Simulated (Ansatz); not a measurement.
Geometry optimisation, RKS PBE-D4/def2-SVP (Ansatz 0.2.0).

Input:

```yaml
crystal:
  periodic: [false, false, false]
  atoms:
    - { symbol: "N", position_ang: [-0.728, 2.0279, -0.0737] }
    - { symbol: Al, position_ang: [-0.5417, 0.1747, -0.1189] }
    - { symbol: Si, position_ang: [-1.6575, -1.74673, -0.79692] }
    - { symbol: S, position_ang: [-0.67139, -1.8346, 1.01559] }
    - { symbol: H, position_ang: [-1.7174, 2.2438, 0.3089] }
    - { symbol: H, position_ang: [-0.8147, 2.4043, -1.0816] }
    - { symbol: H, position_ang: [-3.17048, -1.77406, -0.59836] }
    - { symbol: H, position_ang: [-1.10058, -2.53015, -1.8759] }
basis:
  gaussian: { orbitals: def2-SVP }
hamiltonian:
  xc: pbe
  dispersion: d4
relax:
  f_tol: 0.015
  max_steps: 40
```

Command:

```bash
$ ansatz run input.yaml --threads 1 --pin off --max-ram 2048MiB --backend cpu --events-out ev --progress --plain --runs-dir out
```

Problem. Where does it end, and by what steps?

Solution. The forces met the threshold. After 10 steps the energy has fallen by 1.143 eV; H5 moved furthest, 1.27 Å.

```json
{"step": "0", "energy less start (eV)": "0.0000", "largest force component (eV/Å)": "2.247", "accepted": "yes"}
{"step": "1", "energy less start (eV)": "-0.6376", "largest force component (eV/Å)": "0.888", "accepted": "yes"}
{"step": "2", "energy less start (eV)": "-0.8313", "largest force component (eV/Å)": "0.814", "accepted": "yes"}
{"step": "3", "energy less start (eV)": "-0.9440", "largest force component (eV/Å)": "0.784", "accepted": "yes"}
{"step": "4", "energy less start (eV)": "-1.0156", "largest force component (eV/Å)": "0.403", "accepted": "yes"}
{"step": "5", "energy less start (eV)": "-1.0721", "largest force component (eV/Å)": "0.339", "accepted": "yes"}
{"step": "6", "energy less start (eV)": "-1.1210", "largest force component (eV/Å)": "0.611", "accepted": "yes"}
{"step": "7", "energy less start (eV)": "-1.1382", "largest force component (eV/Å)": "0.108", "accepted": "yes"}
{"step": "8", "energy less start (eV)": "-1.1427", "largest force component (eV/Å)": "0.034", "accepted": "yes"}
{"step": "9", "energy less start (eV)": "-1.1432", "largest force component (eV/Å)": "0.015", "accepted": "yes"}
{"step": "10", "energy less start (eV)": "-1.1433", "largest force component (eV/Å)": "0.004", "accepted": "yes"}
```

```xyz
8
Properties=species:S:1:pos:R:3
N -0.896 2.026 -0.173
Al -1.178 0.277 -0.243
Si -1.761 -1.860 -0.950
S -0.928 -1.445 1.096
H -0.522 2.521 0.640
H -1.085 2.681 -0.935
H -3.147 -2.451 -0.901
H -0.885 -2.785 -1.755
```

Run time: 100 s on 1 CPU thread of a shared host.
